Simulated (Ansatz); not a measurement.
AlH₅O₂Si, SMILES `O[SiH2][O][AlH2]`. Charge 0, multiplicity 1.

Cartesian coordinates in Å:
```
O 1.882 0.540 0.992
Si 0.907 0.793 -0.304
O -0.459 -0.074 -0.231
Al -1.876 -0.944 0.030
H 2.332 -0.303 1.056
H 0.595 2.239 -0.261
H 1.611 0.416 -1.558
H -1.767 -2.314 0.809
H -3.226 -0.353 -0.534
```

(1) List the harmonic frequencies (cm⁻¹, unscaled) at PBE0-D4/def2-TZVP in Ansatz. (Best estimate.)

(2) Is this a minimum?

(3) Give the ideal-gas thermochemistry at 298.15 K and 1 bar (rigid rotor, harmonic oscillator; point group C1, symmetry number 1).

(4) And at 400, 500, 600, 800 and 1000 K?

## Answers

(1) The calculation gave: 26, 56, 84, 230, 331, 546, 558, 620, 647, 776, 791, 851, 905, 955, 977, 1145, 1949, 1957, 2213, 2257, 3928.

(2) Yes, all 21 modes are real.

(3) Zero-point energy 130.4 kJ/mol; H(298) − E = 151.9 kJ/mol; entropy 360.7 J/(mol·K), of which translation 165.3, rotation 109.6, vibration 85.9; G(298) − E = 44.4 kJ/mol. Modes under 100 cm⁻¹ are hindered rotations or soft bends, so the harmonic entropy is rough.

(4) 
| T (K) | H − E (kJ/mol) | S (J/mol/K) | G − E (kJ/mol) |
| --- | --- | --- | --- |
| 400 | 163.6 | 394.2 | 5.9 |
| 500 | 176.6 | 423.2 | -35.0 |
| 600 | 190.8 | 449.1 | -78.6 |
| 800 | 222.0 | 493.9 | -173.1 |
| 1000 | 255.8 | 531.5 | -275.7 |
